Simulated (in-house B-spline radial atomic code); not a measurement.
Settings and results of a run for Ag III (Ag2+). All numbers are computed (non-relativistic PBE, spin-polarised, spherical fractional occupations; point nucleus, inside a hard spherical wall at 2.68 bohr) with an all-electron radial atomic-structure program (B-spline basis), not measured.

Command:
```bash
python run_scf.py task.json out
```
Settings:
```
Z                47
configuration    [Ar] 3d10 4s2 4p5 4d10
hamiltonian      nr
method           pbe,pbe
spin_polarised   True
wall_radius      2.68
```

Output (hartree, bohr):
```
 radial grid: 42 intervals, B-splines of order 8, outer radius 2.68 bohr

 iter        energy (Eh)    residual
    1       -5193.388061    5.77e-01
    2       -5194.035594    2.45e-01
    3       -5195.868681    2.01e-02
    4       -5195.874987    6.47e-03
    5       -5195.875087    1.20e-03
    6       -5195.875096    3.74e-04
    7       -5195.875099    5.81e-05
    8       -5195.875099    3.80e-06
    9       -5195.875099    9.35e-08

 total energy                     -5195.87510
 kinetic                            5199.1925
 electron-nucleus                 -12356.3712
 Hartree                            2106.9248
 exchange-correlation               -145.6212

 orbital      occ     eigenvalue          <r>       <r^2>       <1/r>       <r^4>       r_max
 1s up      1.000      -901.9640    0.0323904  0.00140355     46.4785 4.98597e-06     0.02144
 1s down    1.000      -901.9558    0.0323903  0.00140353     46.4788 4.98588e-06     0.02144
 2s up      1.000      -130.4890     0.140501    0.023192     10.5714 0.000915194      0.1191
 2s down    1.000      -130.4838     0.140499   0.0231912     10.5714 0.000915115      0.1191
 2p up      3.000      -121.4665     0.120019   0.0175296     10.5747 0.000604259     0.09338
 2p down    3.000      -121.4584      0.12002   0.0175297     10.5746 0.000604251     0.09338
 3s up      1.000       -24.2501     0.381339    0.166129     3.76085   0.0421475      0.3446
 3s down    1.000       -24.2418     0.381303    0.166081     3.76078   0.0421057      0.3446
 3p up      3.000       -20.6126     0.373307     0.16164     3.67784   0.0418906      0.3312
 3p down    3.000       -20.6030     0.373264    0.161584     3.67788   0.0418407      0.3312
 3d up      5.000       -13.8842     0.345841    0.142355     3.52432   0.0378452      0.2743
 3d down    5.000       -13.8744     0.345756     0.14226     3.52475   0.0377649      0.2744
 4s up      1.000        -3.8142     0.942642     1.00441     1.44856     1.49317      0.8505
 4s down    1.000        -3.7745      0.94404     1.00769     1.44656     1.50465      0.8509
 4p up      3.000        -2.6719      1.00596     1.15055     1.33732     1.98968        0.89
 4p down    2.000        -2.6346      1.00824     1.15607      1.3343     2.01047      0.8909
 4d up      5.000        -0.8076      1.17758     1.57849      1.0968     3.69475       1.016
 4d down    5.000        -0.7774       1.1822     1.59051     1.09194     3.74716        1.02
```

Cost of the run: 0.07 s on 1 thread of Arm Neoverse V1, on a shared host.
